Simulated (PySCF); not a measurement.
Stepwise substitution at one centre (B OH-NH2). Gas-phase values, no solvent. One relaxed conformer stands for each flexible species; it need not be the lowest. Strings in code marks are SMILES.

The HOMO–LUMO gap from two functionals at the same geometries (CAM-B3LYP-D3(BJ)/def2-TZVP), both in PySCF: PBE-D3(BJ)/def2-TZVP and TPSSh-D3(BJ)/def2-TZVP. 

```tsv
species	PBE-D3(BJ)/def2-TZVP (eV)	TPSSh-D3(BJ)/def2-TZVP (eV)
0 of 3 OH replaced by NH2 (`OB(O)O`)	6.72	8.06
1 of 3 OH replaced by NH2 (`NB(O)O` (O–B–O–H torsion 0°, O–B–O–H torsion 180°))	5.82	7.04
2 of 3 OH replaced by NH2	5.25	6.44
3 of 3 OH replaced by NH2 (`NB(N)N`)	5.16	6.34
```

Over these rows, drawn at random from the members with no instability flagged (it was tested for open shells, ions and some series alone), PBE minus TPSSh-D3(BJ): mean -1.23 eV, from -1.34 eV to -1.18 eV.
